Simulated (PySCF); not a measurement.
**TeO₂: from structure and modes to constants**

All numbers come from PySCF, PBE0, basis Te def2-TZVP with ECP28, O def2-TZVP (scalar-relativistic core potentials, no spin–orbit coupling, density fitting).

The singlet minimum has C2v symmetry. Masses (u): Te 129.90622, O 15.99492.

```xyz
3
charge 0 multiplicity 1, angstrom
Te    0.0000    0.0000   -0.2013
O     1.4586    0.0000    0.8184
O    -1.4586    0.0000    0.8184
```

Harmonic wavenumbers (cm⁻¹): 300.7 (a1, ×1), 902.5 (a1, ×1), 914.2 (b2, ×1).

Task: Find the principal moments of inertia and the rotational constants. What kind of rotor is it?

Result: About the centre of mass I = 26.69, 68.055, 94.745 u Å². With B = 16.8576/I this gives 0.6316, 0.2477, 0.1779 cm⁻¹. The molecule is an asymmetric top with κ = -0.69.

Task: Find the vibrational entropy and heat capacity at 298.15 K.

Result: With u = 1.43878 ω/T, each mode gives S = R[u/(eᵘ−1) − ln(1−e⁻ᵘ)] and C = R u² eᵘ/(eᵘ−1)².
```json
{"ω (cm⁻¹)": "300.7", "u": "1.451", "S (J/(mol K))": "5.91", "C (J/(mol K))": "7.00"}
{"ω (cm⁻¹)": "902.5", "u": "4.355", "S (J/(mol K))": "0.58", "C (J/(mol K))": "2.08"}
{"ω (cm⁻¹)": "914.2", "u": "4.412", "S (J/(mol K))": "0.55", "C (J/(mol K))": "2.01"}
```
The sums over all modes are S = 7.0 and C = 11.1 J/(mol K); the softest mode gives 84 % of the entropy.

Task: Give the standard entropy (298.15 K, 1 bar) by its translational, rotational, vibrational and spin parts, and Cp.

Result: Sackur–Tetrode with M = 161.90 u gives 172.3; rotation with symmetry number 2 gives 92.9; vibration 7.0; spin R ln 1 = 0.0. The total is 272.2 J/(mol K), and Cp = 4 R + 11.1 = 44.3 J/(mol K).
